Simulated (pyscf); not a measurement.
Structures and frequencies: ωB97X-D3(BJ)/def2-SVP in PySCF.

**Question.** F–GeH₂–F + GeH₂ [singlet] -> F–GeH: [singlet] + F–GeH₃
Surface: singlet. Broken: F–Ge, Ge–H. Formed: F–Ge, Ge–H. Give ΔE‡ and ΔE from ωB97M-D3(BJ)/def2-TZVP, relative to the separated reactants.

**Answer.** ΔE‡ = -6.1 kJ/mol, ΔE = -40.5 kJ/mol. Zero-point energy shifts the barrier by +10.8 kJ/mol. It is a four-centre exchange, with an imaginary mode of 182i cm⁻¹. On the reactant side the descent ends in an adduct with a F–Ge contact, 44.7 kJ/mol under the separated species and 25.7 kJ/mol under the saddle at ωB97X-D3(BJ)/def2-TZVP. On the product side the descent ends in a bound adduct, 37.1 kJ/mol under the separated species and 58.5 kJ/mol under the saddle at ωB97X-D3(BJ)/def2-TZVP. At ωB97M-D3(BJ) the saddle lies under the separated reactants, which points to a path from their complex (located at ωB97X-D3(BJ) alone). What is counted as formed (F–Ge) is already present as a longer contact in the reactant adduct; forming that adduct is a step of its own. At ωB97X-D3(BJ)/def2-TZVP the barrier from the zero used here is -18.9 kJ/mol. This is the saddle that the search found; another between the same sides may lie lower. Elements up to Kr have no core potential and no relativistic terms here.
